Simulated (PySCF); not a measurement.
**Electron correlation in Ti+ (titanium, charge +1)**

[Ar] 3d2 4s1, high-spin 4F determinant. Calculation: PySCF 2.14, in def2-QZVPPD (11s6p5d3f2g, 93 functions); no relativity, point nucleus. Frozen: [Ar]; 3 electrons correlated.

```csv
level,correlation energy (mhartree)
CCSD,-14.78
(T),-0.10
CCSD(T),-14.88
```

Diagnostics: T1 = 0.0060, D1 = 0.0107, largest double amplitude 0.018.

Cost of the coupled-cluster step: 11 s of wall time on 1 thread of Neoverse-V1 (shared host), for 3 correlated electrons.

Iterations:

```
CC2 = 0
CCSD nocc = (np.int64(3), np.int64(0)), nmo = (84, 84)
frozen orbitals [[0, 1, 2, 3, 4, 5, 6, 7, 8], [0, 1, 2, 3, 4, 5, 6, 7, 8]]
max_cycle = 100
direct = 0
conv_tol = 1e-08
conv_tol_normt = 1e-06
diis_space = 8
diis_start_cycle = 0
Init t2, MP2 energy = -0.0115280159423164
Init E_corr(UCCSD) = -0.0115280159425236
cycle = 1  E_corr(UCCSD) = -0.0138848042884376  dE = -0.00235678835  norm(t1,t2) = 0.0173018
cycle = 2  E_corr(UCCSD) = -0.0144835497296411  dE = -0.000598745441  norm(t1,t2) = 0.00665429
cycle = 3  E_corr(UCCSD) = -0.0147944730849118  dE = -0.000310923355  norm(t1,t2) = 0.00298949
cycle = 4  E_corr(UCCSD) = -0.0147713213728209  dE = 2.31517121e-05  norm(t1,t2) = 0.000648253
cycle = 5  E_corr(UCCSD) = -0.0147772996783649  dE = -5.97830554e-06  norm(t1,t2) = 0.000279066
cycle = 6  E_corr(UCCSD) = -0.014777001133395  dE = 2.9854497e-07  norm(t1,t2) = 4.63302e-05
cycle = 7  E_corr(UCCSD) = -0.0147771621653116  dE = -1.61031917e-07  norm(t1,t2) = 1.23748e-05
cycle = 8  E_corr(UCCSD) = -0.0147770575395925  dE = 1.04625719e-07  norm(t1,t2) = 3.40343e-06
cycle = 9  E_corr(UCCSD) = -0.0147770867287335  dE = -2.9189141e-08  norm(t1,t2) = 5.63694e-07
cycle = 10  E_corr(UCCSD) = -0.0147770846077104  dE = 2.1210231e-09  norm(t1,t2) = 7.51079e-08
UCCSD converged
E(UCCSD) = -848.2253773570335  E_corr = -0.01477708460771038
UCCSD(T) correction = -9.57371416721481e-05
```
